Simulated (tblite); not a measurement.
Species: C₆H₁₅BGe.
Atom-mapped SMILES: `[CH3:1][BH:2][Ge:3]1([CH3:4])[CH2:5][CH2:6][CH2:7][CH2:8]1` (hydrogens: H9, H10, H11 on C1; H12 on B2; H13, H14, H15 on C4; H16, H17 on C5; H18, H19 on C6; H20, H21 on C7; H22, H23 on C8)

Computed with GFN2-xTB (tblite), gas phase: L-BFGS steps from a force-field or distance-geometry start until the largest atomic force falls under 0.01 eV/Å.

Step 12: E = -642.6219 eV
```
atom  x, y, z in Å  |  force x, y, z in eV/Å
C1      2.5785   -1.6434    0.4715    0.013  -0.028   0.017
B2      2.1928   -0.4867   -0.5013   -0.041   0.075  -0.016
Ge3     0.4550    0.5535   -0.2580   -0.004  -0.019   0.007
C4      0.5151    2.5124   -0.6807    0.009  -0.020   0.008
C5     -0.5845    0.2735    1.4404    0.029  -0.025  -0.038
C6     -1.7175   -0.6666    1.0332   -0.014   0.004   0.009
C7     -2.2197   -0.2667   -0.3525    0.005  -0.010  -0.022
C8     -1.0427   -0.2761   -1.3218    0.050   0.053   0.041
H9      1.8225   -2.4267    0.4125   -0.063  -0.032  -0.046
H10     2.5668   -1.3355    1.5152   -0.021   0.095   0.045
H11     3.5398   -2.1075    0.2759    0.076  -0.041  -0.032
H12     2.8492   -0.2559   -1.4398    0.063  -0.013  -0.006
H13     1.4267    2.9618   -0.2985   -0.005  -0.005   0.013
H14    -0.3292    3.0312   -0.2374   -0.014  -0.020  -0.006
H15     0.4867    2.6726   -1.7541    0.015  -0.021  -0.008
H16    -0.9835    1.2178    1.8160   -0.008  -0.061  -0.055
H17     0.0081   -0.1666    2.2418   -0.023   0.023   0.014
H18    -1.3370   -1.6913    0.9863   -0.012   0.027  -0.023
H19    -2.5328   -0.6501    1.7618    0.014   0.023  -0.024
H20    -3.0193   -0.9343   -0.6849    0.018  -0.012   0.012
H21    -2.6276    0.7457   -0.2998   -0.001  -0.020   0.021
H22    -0.7788   -1.2984   -1.6034   -0.071   0.047   0.049
H23    -1.2733    0.2642   -2.2393   -0.017  -0.018   0.040
```

Step 13: E = -642.6236 eV
```
atom  x, y, z in Å  |  force x, y, z in eV/Å
C1      2.5790   -1.6433    0.4703    0.016  -0.033   0.025
B2      2.1944   -0.4849   -0.5021   -0.003   0.024  -0.013
Ge3     0.4586    0.5528   -0.2579   -0.046   0.001   0.012
C4      0.5152    2.5117   -0.6809    0.023   0.014   0.007
C5     -0.5832    0.2727    1.4392    0.006  -0.025  -0.017
C6     -1.7173   -0.6658    1.0326   -0.029  -0.022   0.034
C7     -2.2193   -0.2666   -0.3517   -0.016  -0.009  -0.041
C8     -1.0410   -0.2744   -1.3197    0.002   0.028   0.020
H9      1.8227   -2.4270    0.4085   -0.055  -0.005  -0.019
H10     2.5674   -1.3298    1.5130   -0.034   0.061   0.031
H11     3.5400   -2.1116    0.2788    0.059  -0.011  -0.040
H12     2.8535   -0.2579   -1.4390    0.062   0.004  -0.020
H13     1.4263    2.9641   -0.2987   -0.023  -0.020   0.010
H14    -0.3299    3.0306   -0.2372    0.003  -0.037  -0.024
H15     0.4890    2.6728   -1.7550    0.004  -0.029   0.017
H16    -0.9855    1.2159    1.8133    0.008  -0.042  -0.052
H17     0.0049   -0.1677    2.2437   -0.010   0.027   0.011
H18    -1.3382   -1.6903    0.9855   -0.002   0.005  -0.024
H19    -2.5338   -0.6505    1.7609    0.034   0.034  -0.026
H20    -3.0198   -0.9344   -0.6839    0.046  -0.008   0.009
H21    -2.6298    0.7440   -0.2992   -0.001   0.009   0.023
H22    -0.7822   -1.2981   -1.6006   -0.048   0.047   0.040
H23    -1.2758    0.2644   -2.2370    0.003  -0.014   0.037
```

Q: Estimate the geometry and energy of step 14. (The exact step hangs on the optimiser's Hessian estimate; all steps are aligned on step 13, rigid shifts and turns removed.)

A: E = -642.6247 eV, largest force 0.053 eV/Å
```
atom  x, y, z in Å  |  force x, y, z in eV/Å
C1      2.5796   -1.6439    0.4700    0.011  -0.020   0.016
B2      2.1953   -0.4832   -0.5027    0.036  -0.026  -0.009
Ge3     0.4600    0.5525   -0.2576   -0.046   0.013   0.009
C4      0.5155    2.5113   -0.6810    0.022   0.020   0.006
C5     -0.5822    0.2715    1.4382   -0.011  -0.024  -0.001
C6     -1.7174   -0.6655    1.0324   -0.023  -0.029   0.025
C7     -2.2191   -0.2665   -0.3515   -0.023   0.002  -0.025
C8     -1.0398   -0.2727   -1.3179   -0.034   0.010   0.007
H9      1.8217   -2.4274    0.4054   -0.031   0.023   0.003
H10     2.5672   -1.3249    1.5122   -0.037   0.024   0.001
H11     3.5412   -2.1143    0.2798    0.021   0.016  -0.031
H12     2.8573   -0.2591   -1.4387    0.049   0.014  -0.015
H13     1.4258    2.9651   -0.2984   -0.021  -0.023   0.013
H14    -0.3303    3.0296   -0.2374    0.008  -0.039  -0.031
H15     0.4906    2.6723   -1.7553   -0.001  -0.031   0.025
H16    -0.9867    1.2139    1.8104    0.012  -0.018  -0.043
H17     0.0028   -0.1679    2.2451    0.000   0.025   0.010
H18    -1.3391   -1.6897    0.9846    0.003  -0.016  -0.021
H19    -2.5340   -0.6499    1.7600    0.030   0.036  -0.013
H20    -3.0193   -0.9347   -0.6832    0.050  -0.012   0.000
H21    -2.6313    0.7430   -0.2983   -0.003   0.024   0.022
H22    -0.7853   -1.2971   -1.5981   -0.024   0.032   0.029
H23    -1.2774    0.2644   -2.2350    0.013  -0.002   0.021
```

The energy changes by -0.0011 eV. The first-order estimate −F·Δx gives -0.0016 eV and the mean of the old and new forces, exact on a quadratic surface, -0.0011 eV. The step makes an angle of 55° with the force vector and moves no atom by more than 0.005 Å.

The cost below is that of the whole relaxation. On one thread of an Arm Neoverse V1 (shared host), this took 1.3 s wall.
